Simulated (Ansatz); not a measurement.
Compare A (`CC1(O)C[SiH2]1`) with its isomer B (`C=C[SiH](C)O`).

Gas-phase electronic energies from Ansatz, PBE0-D4/def2-TZVP geometries. CCSD(T)/CBS adds triple-zeta CCSD(T) − MP2 to the extrapolated MP2 energy (def2 sets, frozen cores). Functionals use def2-TZVPP. B3LYP here is the variant with VWN-RPA as its local correlation; programs differ in this. One conformer a species, not always the lowest.

**Question.** Which is lower in electronic energy at CCSD(T)/CBS, and by how much? (An estimate is asked.)

**Answer.** Computed: B, by 256.1 kJ/mol.

**Question.** Give E(B) − E(A) in kJ/mol with B3LYP-D4, CCSD(T)/def2-SVP, CCSD(T)/def2-TZVPP, PBE0-D4, MP2/def2-TZVPP, B2PLYP, LDA (SPW92). (An estimate is asked.)

**Answer.** Ansatz gave: B3LYP-D4 -256.3, CCSD(T)/def2-SVP -217.6, CCSD(T)/def2-TZVPP -253.8, PBE0-D4 -228.7, MP2/def2-TZVPP -252.3, B2PLYP -259.1, LDA (SPW92) -195.4. None reverses the order clearly.

**Question.** Does the order hold for the free energy at 298.15 K (harmonic terms from PBE0-D4)? (An estimate is asked.)

**Answer.** The calculation gave: Yes: G(B) − G(A) = -260.8 kJ/mol, for one conformer each.

Largest T1 diagnostic: 0.012.

In def2-TZVPP, CCSD(T) changes the Hartree–Fock value by +39.2 kJ/mol (the triples alone add +4.8 kJ/mol) and MP2 by +40.8 kJ/mol. Leaving LDA and LC-ωPBE aside and taking each functional with its dispersion term where it has one, the values, not all of them listed here, spread over 45.5 kJ/mol, from BHLYP-D4 to PBE-D4. LDA lies +26.8 kJ/mol from PBE without D4.
